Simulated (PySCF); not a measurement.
CH3BrF2Ge, SMILES [CH3][Ge]([F])([F])[Br].

Geometry: TPSSh-D3(BJ)/def2-SVP.

All values below come from PBE/def2-TZVP in PySCF.

The molecule is in vacuum.

```
Item                                                                                                           Result
---------------------------------------------------------------------------------------------  ----------------------
total energy                                                                                      -4890.05908 hartree
point group                                                                                                        Cs
highest occupied level                                                                                       -7.65 eV
lowest empty level                                                                                           -1.93 eV
orbital gap                                                                                                   5.72 eV
dipole moment                                                                                                  3.11 D
quadrupole, principal values (traceless, Buckingham form, about the centre of nuclear charge)  -4.46, -4.35, 8.81 D·Å
mean static polarisability                                                                       60.1 bohr³ (8.90 Å³)
polarisability, principal values                                                               49.5, 55.2, 75.6 bohr³
```
